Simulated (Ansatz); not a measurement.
Al2Sb was relaxed with PBE-D4 (def2-TZVP) in Ansatz in these states: neutral doublet, neutral quartet. The geometries follow in no particular order.

In the def2 sets Sb takes a core potential; there is no spin–orbit coupling.

A:

Cartesian coordinates in Å:
```
Al 0.200 1.484 -0.061
Al -1.395 -0.541 -0.091
Sb 1.195 -0.943 0.152
```

B:

| atom | x (Å) | y (Å) | z (Å) |
| --- | --- | --- | --- |
| Al1 | 0.532 | -1.460 | 0.108 |
| Al2 | -0.878 | 0.512 | -1.181 |
| Sb3 | 0.346 | 0.948 | 1.073 |

**Question.** Judge from the bond lengths which geometry belongs to which state (an estimate).

**Answer.** A is the neutral doublet (Al1–Al2 2.578 Å, Al2–Sb3 2.632 Å, Al1–Sb3 2.632 Å); B is the neutral quartet (Al1–Al2 2.746 Å, Al2–Sb3 2.601 Å, Al1–Sb3 2.601 Å).

At PBE0-D4/def2-TZVP a doublet lies 0.51 eV below the neutral quartet. These are the stationary points nearest to one start from a short search; other shapes may lie lower in each state.
